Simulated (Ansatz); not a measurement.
H₅InSe, SMILES `[SeH2+][InH3-]`. Charge 0, multiplicity 1. Correlated methods include outer-core shells of In, Se, which these sets cover unevenly. Scalar relativity is left out up to krypton. In: def2 effective core potential.

```xyz
7

Se    0.8233   -1.3044   -0.8368
In   -0.3643    0.7224    0.9962
H     1.2375   -0.3139   -1.8377
H    -0.4357   -1.5521   -1.5497
H    -1.9969    0.2799    0.6294
H     0.3869    0.0988    2.4221
H     0.3493    2.0695    0.1764
```

**Question.** Give the diagnostics of a CCSD(T)/def2-TZVPP run (frozen core, Ansatz 0.2.0). (An estimate is asked.)

**Answer.** The calculation gave: T1 = 0.0117, largest single amplitude 0.021, largest double 0.033, (T) share of the correlation energy 2.8 %, 8 CCSD cycles. The RHF solution is stable towards an unrestricted one. T1 lies under the customary mark of 0.02 for closed shells.
